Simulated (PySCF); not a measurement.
SMILES C[Si](C)(C)/C=[CH]/[Ge]([Cl])([Cl])[Cl], GFN2-xTB optimised geometry.

```
21

Si    -3.15    -2.41    -3.89
C     -2.27    -4.08    -4.13
C     -5.00    -2.66    -3.51
C     -2.90    -1.29    -5.41
C     -2.39    -1.50    -2.40
C     -1.51    -2.01    -1.56
Ge    -0.75    -1.02     0.00
Cl    -1.39     1.02     0.00
Cl    -1.36    -1.87     1.88
Cl     1.39    -1.02     0.00
H     -2.43    -4.74    -3.28
H     -2.65    -4.60    -5.01
H     -1.20    -3.96    -4.26
H     -5.15    -3.25    -2.62
H     -5.50    -3.17    -4.33
H     -5.51    -1.71    -3.36
H     -3.34    -1.73    -6.30
H     -1.85    -1.12    -5.61
H     -3.37    -0.32    -5.27
H     -2.72    -0.48    -2.23
H     -1.14    -3.02    -1.67
```

Density from PySCF with B3LYP/def2-SVP at that geometry.

Minimum of the electron density along straight lines between bonded atoms, close to the bond critical point (lines longer than 1.1 times the sum of covalent radii, or with two minima, are not listed):

```
bond      length / Å  ρ at the minimum / e bohr⁻³  ∇²ρ there / e bohr⁻⁵  position (fraction from the first atom)
--------  ----------  ---------------------------  --------------------  ---------------------------------------
Si1–C2         1.905                        0.111                  0.32                                     0.38
Si1–C3         1.907                        0.110                  0.31                                     0.38
Si1–C4         1.907                        0.110                  0.31                                     0.38
Si1–C5         1.906                        0.108                  0.34                                     0.38
C5–C6          1.320                        0.345                 -0.93                                     0.49
C6–Ge7         1.998                          [?]                   [?]                                     0.53
Ge7–Cl8        2.140                        0.102                  0.14                                     0.44
Ge7–Cl9        2.146                        0.101                  0.14                                     0.44
Ge7–Cl10       2.145                        0.102                  0.14                                     0.44
C2–H11         1.086                        0.272                 -0.97                                     0.62
C2–H12         1.086                        0.272                 -0.97                                     0.62
C2–H13         1.086                        0.272                 -0.97                                     0.62
C3–H14         1.086                        0.273                 -0.98                                     0.62
C3–H15         1.086                        0.272                 -0.97                                     0.62
C3–H16         1.086                        0.273                 -0.97                                     0.62
C4–H17         1.086                        0.272                 -0.97                                     0.62
C4–H19         1.086                        0.272                 -0.97                                     0.62
C5–H20         1.084                        0.280                 -1.05                                     0.63
C6–H21         1.079                        0.283                 -1.08                                     0.64
```

Q: Fill in the missing entries.

A: 
- C6–Ge7, ρ at the minimum / e bohr⁻³: 0.123
- C6–Ge7, ∇²ρ there / e bohr⁻⁵: -0.02
